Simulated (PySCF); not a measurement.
Several molecules and their computed UV-vis stick spectra, shuffled. Method used: TDDFT PBE0/def2-SVPD, vertical, gas phase, core orbitals frozen in the response (PySCF 2.14.0, density-fitted response routines). Geometries: GFN2-xTB; one conformer of each isolated species. Triplets are in the Tamm–Dancoff approximation.

A. `C=CCN1CC1`
B. `CC(C)CC#N`
C. `N#CCC1=CC=CC=C1`
D. `C=CC/C=N/C`
E. `C=CCCN=C`

Lowest singlet levels (six at most, fewer where fewer were computed) with oscillator strengths:

1. 5.47 eV (f 0.000); 6.11 eV (f 0.019); 6.86 eV (f 0.280); 6.88 eV (f 0.412); 7.11 eV (f 0.281); 7.18 eV (f 0.056); T1 4.12 eV
2. 7.88 eV (f 0.000); 8.18 eV (f 0.009); 8.22 eV (f 0.002); 8.64 eV (f 0.008); 8.73 eV (f 0.001); 9.05 eV (f 0.008); T1 6.47 eV
3. 4.88 eV (f 0.001); 6.15 eV (f 0.043); 6.59 eV (f 0.001); 7.28 eV (f 0.077); 7.31 eV (f 0.183); 7.41 eV (f 0.087); T1 4.03 eV
4. 4.99 eV (f 0.004); 6.42 eV (f 0.180); 6.66 eV (f 0.020); 7.03 eV (f 0.078); 7.20 eV (f 0.088); 7.42 eV (f 0.029); T1 4.19 eV
5. 5.91 eV (f 0.004); 6.69 eV (f 0.025); 7.11 eV (f 0.006); 7.31 eV (f 0.007); 7.40 eV (f 0.068); 7.51 eV (f 0.045); T1 4.49 eV

Question: Match each spectrum to its molecule.

Answer: 1 = C, 2 = B, 3 = E, 4 = D, 5 = A.
- A: S1 at 5.91 eV, HOMO→LUMO (99%); Löwdin shares by element: HOMO nitrogen 54%, carbon 31% or more (atoms not listed hold the other 16%); LUMO carbon 68% or more, hydrogen 13% or more (atoms not listed hold the other 19%); HOMO -6.82 and LUMO 0.27 eV.
- B: S1 at 7.88 eV, HOMO-1→LUMO+2 (34%), HOMO→LUMO+1 (30%), HOMO-1→LUMO (20%); Löwdin shares by element: HOMO carbon 47% or more, nitrogen 36% (atoms not listed hold the other 16%); LUMO carbon 40% or more, hydrogen 9% or more (atoms not listed hold the other 52%); HOMO -9.22 and LUMO 0.35 eV.
- C: S1 at 5.47 eV, HOMO→LUMO+1 (53%), HOMO-1→LUMO (46%); Löwdin shares by element: HOMO carbon 68% or more (atoms not listed hold the other 32%); LUMO carbon 60% or more (atoms not listed hold the other 40%); HOMO -7.64 and LUMO -0.72 eV; point group Cs, 1 of its 6 listed states under f = 0.0005.
- D: S1 at 4.99 eV, HOMO→LUMO (87%), HOMO→LUMO+1 (9%); Löwdin shares by element: HOMO nitrogen 55%, carbon 22% or more, hydrogen 6% or more (atoms not listed hold the other 17%); LUMO carbon 52% or more, nitrogen 22% (atoms not listed hold the other 26%); HOMO -7.12 and LUMO -0.40 eV.
- E: S1 at 4.88 eV, HOMO→LUMO (97%); Löwdin shares by element: HOMO nitrogen 59%, carbon 24% or more, hydrogen 6% or more; LUMO carbon 35% or more, nitrogen 34%, hydrogen 15% or more (atoms not listed hold the other 16%); HOMO -7.30 and LUMO -0.42 eV.
D and E have S1 within 0.12 eV of each other; their strongest listed levels stand at 6.42 eV (f 0.180) and 7.31 eV (f 0.183).
